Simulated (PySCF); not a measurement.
Geometries of 2 isomers of CH5B3Cl2, from PBE0-D3(BJ)/def2-SVP geometry optimisation, gas phase in PySCF. One conformer each, no zero-point energy, no frequencies.

Question: Which isomer lies lower at this level?
A.
```xyz
11
angstrom
B     -0.752   -0.166    0.572
C      0.024    0.548   -0.579
B      1.403   -0.174   -0.657
B      2.809    0.497   -0.024
Cl     3.075    0.293    1.703
Cl     3.991    1.379   -0.966
H     -1.014   -1.343    0.486
H     -1.094    0.439    1.561
H      0.061    1.640   -0.476
H     -0.530    0.227   -1.485
H      1.440   -1.306   -1.094
```
B.
```xyz
11
angstrom
B      1.460   -0.043   -0.003
C     -0.007   -0.267   -0.482
B     -0.582    1.175   -0.620
B     -0.756   -0.908    0.732
Cl    -0.788   -0.247    2.354
Cl    -1.636   -2.406    0.462
H      2.359   -0.524   -0.651
H      1.711    0.603    0.982
H     -0.101   -0.885   -1.382
H     -1.006    1.526   -1.696
H     -0.600    1.939    0.311
```

Answer: B. That is `BC(B)B(Cl)Cl`, 9.7 kcal/mol below the other.

| SMILES | atoms numbered as above | E (Eh) | relative (kcal/mol) | relative (kJ/mol) | dipole (D) |
| --- | --- | --- | --- | --- | --- |
| BC(B)B(Cl)Cl | [BH2:1][CH:2]([BH2:3])[B:4]([Cl:5])[Cl:6] | -1035.29736 | 0.0 | 0.0 | 0.91 |
| BCBB(Cl)Cl | [BH2:1][CH2:2][BH:3][B:4]([Cl:5])[Cl:6] | -1035.28198 | 9.7 | 40.4 | 1.28 |
